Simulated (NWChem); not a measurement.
## Basis-set convergence for HIOPb

```xyz
4

Pb     0.5961     0.8402     0.0000
I     -1.3253    -1.2375     0.0000
O      2.2814    -0.4227     0.0000
H      3.1117     0.0715     0.0000
```
Charge 0, spin multiplicity 1.

All runs are NWChem calculations. All single points use one geometry, from PBE0/def2-SVP with def2 effective core potentials on I, Pb, a minimum by its harmonic frequencies. It is one conformer; others weren't searched.

Quantity: LUMO energy at the level PBE0.

Effective core potentials replace the inner electrons of I, Pb; spin-orbit coupling is left out. The structure started from a generated list of species.

Costs are rough ratios of processor time within this set of runs, SCF included, with def2-SVP as 1.

| basis | functions | LUMO energy (eV) | relative cost |
|---|---|---|---|
| def2-SVP | 71 | -2.64 | 1 |
| def2-SVPD | 98 | -2.82 | under 3 |
| def2-TZVP | 137 | -2.73 | 3 |
| def2-TZVPP | 145 | -2.73 | 4 |
| def2-TZVPD | 164 | -2.78 | 5 |
| def2-QZVP | 251 | -2.76 | 80 |

Smallest basis within 0.2 eV of def2-QZVP, the largest set run: def2-SVP, with 71 functions against 251 and about 1 % of the time (also within reach: def2-SVPD, def2-TZVP, def2-TZVPP, def2-TZVPD). def2-QZVP isn't the basis-set limit itself, and a small set can land close by cancellation.
